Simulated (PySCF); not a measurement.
# C₆ coefficients of unlike pairs at PBE

Calculated with PySCF 2.14 from the dipole response of each species, C₆(A,B) = (3/π) ∫ α_A(iu) α_B(iu) du, in atomic units, from isotropic polarisabilities. For ions this is the dispersion term alone; charge-induced terms of lower order in 1/R come first.

```
species      configuration                          basis     relativity  α (bohr³)  C₆ (like pair)
    Ar⁺  [Ne] 3s2 3p5 (2P)        aug-cc-pVDZ-DK (5s4p2d)  spin-free X2C      6.747           31.14
     B⁺      [He] 2s2 (1S)   aug-cc-pCVQZ-DK (9s8p6d4f2g)  spin-free X2C      10.63           28.79
    Rb⁺          [Kr] (1S)  aug-cc-pwCVTZ-X2C (10s9p7d3f)  spin-free X2C      9.472           56.61
      S  [Ne] 3s2 3p4 (3P)   aug-cc-pV(Q+d)Z (7s6p5d3f2g)           none      21.02           145.2
```

Q: Estimate C₆ for S with Rb⁺.

A: The integral gives 86.88. The combination rule 2 C_A C_B / (C_A α_B/α_A + C_B α_A/α_B) gives 86.05 and the geometric mean 90.67.

No spin-orbit coupling is included.

The other pairs:

| pair | C₆ |
| --- | --- |
| S, B⁺ | 64.06 |
| B⁺, Ar⁺ | 26.94 |
| S, Ar⁺ | 63.76 |
| Rb⁺, B⁺ | 36.87 |
| Rb⁺, Ar⁺ | 41.96 |
